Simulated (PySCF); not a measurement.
Electron correlation in Si²⁺ (silicon, charge +2)

Starting occupation: [Ne] 3s2. Computed with PySCF 2.14 in an even-tempered Gaussian basis (21 s from 0.054 bohr⁻², ratio 2.4; 14 p from 0.071 bohr⁻², ratio 2.4; 6 d from 0.47 bohr⁻², ratio 2.6; 5 f from 0.71 bohr⁻², ratio 2.6), with X2C-1e with screened-nucleus spin-orbit coupling, Gaussian nucleus. Frozen: 1s2; 10 electrons correlated; the 52 highest virtual spinors left out.

MP2 pair energies summed by pair of shells (mhartree):

| pair | energy | share (%) |
| --- | --- | --- |
| 2p1/2-2p3/2 | -93.21 | 27.3 |
| 2p3/2-2p3/2 | -88.30 | 25.9 |
| 2p3/2-2s1/2 | -43.25 | 12.7 |
| 3s1/2-3s1/2 | -32.78 | 9.6 |
| 2p1/2-2s1/2 | -21.66 | 6.3 |
| 2p1/2-2p1/2 | -20.89 | 6.1 |
| 2p3/2-3s1/2 | -18.52 | 5.4 |
| 2s1/2-2s1/2 | -10.13 | 3.0 |
| 2p1/2-3s1/2 | -9.19 | 2.7 |
| 2s1/2-3s1/2 | -3.24 | 1.0 |

Total MP2 correlation energy: -341.17 mhartree.

MP2 falls well short for the outer s pair, which is nearly degenerate with np².
